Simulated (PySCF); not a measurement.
Molecule: SMILES C(=N\[H])/[C@H](N)CCN, C₄H₁₁N₃.

Cartesian coordinates in Å; atom numbers follow the order of the lines, from 1:
```xyz
18

N    -1.426    1.833    0.222
C    -1.290    0.773   -0.440
C    -1.007   -0.526    0.266
N    -0.851   -0.401    1.704
C     0.192   -1.263   -0.360
C     1.547   -0.576   -0.178
N     1.636    0.644   -0.969
H    -1.638    2.669   -0.316
H    -1.385    0.689   -1.531
H    -1.888   -1.163    0.092
H    -0.104    0.257    1.903
H    -1.693    0.009    2.093
H     0.248   -2.248    0.105
H     0.009   -1.388   -1.428
H     1.734   -0.416    0.896
H     2.320   -1.255   -0.550
H     1.009    1.349   -0.597
H     2.577    1.019   -0.923
```

Frames of a GFN2-xTB Langevin trajectory at 200 K; GIAO PBE0/pcSseg-1 shieldings in PySCF, gas phase, non-relativistic; equivalent atoms averaged within each frame.

Referencing at the same level of theory: ¹⁵N (267.73 ppm) vs NH3; TMS for ¹³C (186.93 ppm), ¹H (31.72 ppm). The references are static minima.

Problem. How do the shifts (ppm) fluctuate along the trajectory?

Solution. 
```csv
time (fs),N1,N7,N4,C2,C3,C6,C5,H8,H9,H15
250,332.8,44.9,31.4,193.0,62.2,44.4,39.1,10.13,9.31,4.00
425,340.9,33.7,39.8,183.9,63.1,46.0,37.9,10.38,8.20,3.83
625,327.5,38.7,43.3,184.3,60.7,40.3,29.5,10.42,8.90,3.56
800,371.6,43.4,40.2,185.8,58.8,38.0,41.7,11.90,9.39,2.11
1000,378.0,43.2,44.1,193.9,62.5,39.2,45.5,11.46,9.30,2.63
mean of frames,350.2,40.8,39.8,188.2,61.5,41.6,38.7,10.86,9.02,3.23
standard deviation,23.1,4.6,5.0,4.9,1.7,3.5,6.0,0.77,0.50,0.82
```

5 frames give an uncertainty of the mean of about the standard deviation over 2.2 at best, since frames this close in time may not be independent; classical motion lacks zero-point vibration, and the reference would need the same averaging.
